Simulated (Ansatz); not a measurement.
Two structures of Si2NH8OF3, singlet, reached by relaxing down either side of one saddle point (PBE0-D4/def2-TZVP). Energies are electronic, without zero-point energy. Ansatz 0.2.0; basis: def2-TZVPP and def2-QZVPP; cores frozen in the correlated methods. Extrapolation: Hartree–Fock as exp(−7.88 √X), correlation as X^−2.97. First:

```
atom    x (Å)    y (Å)    z (Å)
 Si1  -0.2142   0.6854  -0.4935
 Si2  -1.7392  -0.4809   0.8760
  F3  -0.5201  -0.3251  -1.7755
  F4   0.4231   1.4464   0.8730
  O5  -0.5522   2.0671  -1.3199
  H6   1.7915  -0.7125  -0.2667
  N7   1.6263   0.1552  -0.7845
  H8   0.4309  -1.9689   1.2064
  F9   1.3218  -2.1157   0.9413
 H10  -2.2770   0.3246   2.0038
 H11  -1.0325  -1.6269   1.5708
 H12  -2.8590  -1.1378   0.1539
 H13  -0.4522   2.8531  -0.7787
 H14   2.2678   0.8596  -0.4357
 H15   1.7852  -0.0233  -1.7709
```

Second:

Si1  (0.756, 0.713, -0.328)
Si2  (-2.588, -1.041, 1.275)
F3  (-0.069, -0.082, -1.444)
F4  (1.415, 2.131, -0.690)
O5  (-0.572, 1.209, 0.515)
H6  (2.383, -1.005, -1.528)
N7  (2.379, 0.008, -1.499)
H8  (-1.274, -1.682, 1.022)
F9  (1.537, -0.099, 0.816)
H10  (-2.488, -0.083, 2.404)
H11  (-3.552, -2.108, 1.667)
H12  (-3.096, -0.371, 0.056)
H13  (-0.402, 1.738, 1.294)
H14  (3.262, 0.320, -1.111)
H15  (2.310, 0.352, -2.451)
(Å)

Q: Which bonds change from the first to the second?

A: Si₂NH₇OF₂ ([NH3][Si]([OH])([F])([F])[SiH3]) + HF → SiNH₄OF₃ ([NH3][Si]([OH])([F])([F])[F]) + SiH₄; bonds formed: Si1–F9, Si2–H8; bonds broken: Si1–Si2, H8–F9.

Q: Give the saddle point's structure and its height above each. (An estimate is asked for; the value comes from the calculation.)

A: Computed: 102.5 kJ/mol above the first and 268.9 kJ/mol above the second (CCSD(T) at an estimated basis limit (MP2 extrapolated from triple and quadruple zeta, plus CCSD(T) − MP2 in triple zeta)).
Si1  (0.178, 0.135, -0.242)
Si2  (-1.891, -0.610, 1.092)
F3  (-0.142, -0.905, -1.462)
F4  (0.772, 0.949, 1.068)
O5  (-0.596, 1.426, -0.944)
H6  (2.344, -0.577, -1.201)
N7  (1.928, 0.339, -1.057)
H8  (-0.125, -1.257, 0.915)
F9  (0.962, -1.463, 0.663)
H10  (-2.263, 0.718, 1.648)
H11  (-1.953, -1.583, 2.227)
H12  (-2.888, -1.033, 0.078)
H13  (-0.679, 2.175, -0.351)
H14  (2.542, 0.899, -0.474)
H15  (1.811, 0.788, -1.960)
(Å)

The search had been set up for a ligand exchange through a proton shuttle (forming Si1–N7, H6–F9, Si2–H8, breaking Si1–Si2, H6–N7, H8–F9); from that guess it ended on this step instead.

The T1 diagnostic stays at or below 0.013.

Labels in which every atom is bracketed show which atoms are joined, not bond orders.

For scale, one of the runs: CCSD(T)/def2-TZVPP, 351 basis functions, launched by `ansatz run in.yaml --threads 4 --pin off --events-out ev --progress --plain --max-ram 66560MiB --backend cuda --devices 0, --max-vram 37GiB`. The run took 28 s on 4 CPU threads of an AMD EPYC 7R13 and a share of one NVIDIA H100 (shared host), with 0.86 GiB of host memory at its peak.
